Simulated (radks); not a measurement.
Fractional charge and spin in the 5p shell of lanthanum: the spin-up occupation runs from 2 to 3 and the spin-down occupation from 2 to 3; the fullest corner is La+, [Kr] 4d10 5s2 5d(up 1, down 1) 5p(up 3, down 3). All-electron calculation, scalar-relativistic Kohn-Sham, r2SCAN, spin-polarised, spherical densities, finite nucleus; meta-GGA in the generalised Kohn-Sham scheme; Fermi nuclear charge, rms radius of each element as measured or else 0.836 A^(1/3) + 0.57 fm. Program: a radial shooting solver on a logarithmic mesh with Libxc functionals. Energy (eV) above the fullest corner. The planes named below are the two flat planes that join the four corners, with an edge along up + down = one added electron.

| down \ up | 2 | 2.25 | 2.5 | 2.75 | 3 |
|---|---|---|---|---|---|
| 2 | 74.609 | 62.858 | 51.789 | 41.391 | 31.656 |
| 2.25 | 62.858 | 51.859 | 41.527 | 31.854 | 22.826 |
| 2.5 | 51.789 | 41.527 | 31.919 | 22.954 | 14.618 |
| 2.75 | 41.391 | 31.854 | 22.954 | 14.681 | 7.016 |
| 3 | 31.656 | 22.826 | 14.618 | 7.016 | 0.000 |

Corners above the fullest one (they belong to La2+ and the next ion): (up 3, down 2) 31.656 eV, (up 2, down 3) 31.656 eV, (up 2, down 2) 74.609 eV. With half an added electron in each spin the energy lies 0.264 eV from the planes, and with half an added electron in spin up alone -1.343 eV. The planes are only a guide here: the flat-plane condition holds for ground states with one frontier orbital, while this shell lies below other occupied shells, so the corners above the fullest one are inner-hole states and not the ground states of those ions.
